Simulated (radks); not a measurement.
All-electron atom: N in [He] 2s2 2p3 (the NIST ground configuration). Method: Dirac Kohn-Sham, XLYP, spin-unpolarised, spherical densities, finite nucleus; open shells fill j = l - 1/2 first; Fermi nuclear charge, rms radius 2.5582 fm; computed with a radial shooting solver on a logarithmic mesh with Libxc functionals.

Normalised radial functions P(r) = r R(r) (large component), r in bohr:

| r | 1s1/2 |
|---|---|
| 0.01092 | 0.3573 |
| 0.01212 | 0.3931 |
| 0.01356 | 0.4352 |
| 0.01504 | 0.4778 |
| 0.01669 | 0.5240 |
| 0.01867 | 0.5779 |
| 0.02071 | 0.6320 |
| 0.02298 | 0.6901 |
| 0.0255 | 0.7523 |
| 0.02853 | 0.8237 |
| 0.03165 | 0.8941 |
| 0.03512 | 0.9682 |
| 0.03928 | 1.0518 |
| 0.04359 | 1.1324 |
| 0.04837 | 1.2152 |
| 0.05367 | 1.2995 |
| 0.06003 | 1.3905 |
| 0.06661 | 1.4740 |
| 0.07391 | 1.5549 |
| 0.08266 | 1.6371 |
| 0.09172 | 1.7066 |
| 0.1018 | 1.7674 |
| 0.1129 | 1.8171 |
| 0.1263 | 1.8553 |
| 0.1402 | 1.8741 |
| 0.1555 | 1.8746 |
| 0.174 | 1.8526 |
| 0.193 | 1.8096 |
| 0.2142 | 1.7445 |
| 0.2376 | 1.6573 |
| 0.2658 | 1.5404 |
| 0.2949 | 1.4130 |
| 0.3273 | 1.2709 |
| 0.3661 | 1.1068 |
| 0.4062 | 0.9496 |
| 0.4507 | 0.7935 |
| 0.5001 | 0.6442 |
| 0.5594 | 0.4966 |
| 0.6207 | 0.3762 |
| 0.6887 | 0.2741 |
| 0.7703 | 0.1859 |
| 0.8547 | 0.1234 |
| 0.9484 | 0.0777 |
| 1.052 | 0.0461 |
| 1.177 | 0.0245 |
| 1.306 | 0.0127 |
| 1.449 | 0.0061 |
| 1.621 | 0.0025 |
| 1.799 | 0.0010 |
| 1.996 | 0.0003 |
| 2.215 | 0.0001 |
| 2.477 | 0.0000 |
| 2.748 | 0.0000 |
| 3.05 | 0.0000 |
| 3.411 | 0.0000 |
| 3.785 | 0.0000 |
| 4.2 | 0.0000 |
| 4.66 | 0.0000 |
| 5.212 | 0.0000 |
| 5.784 | 0.0000 |

1s1/2: eigenvalue -385.68 eV, 0 radial nodes, <r> = 0.230 bohr, 90 % of the charge inside 0.412 bohr.
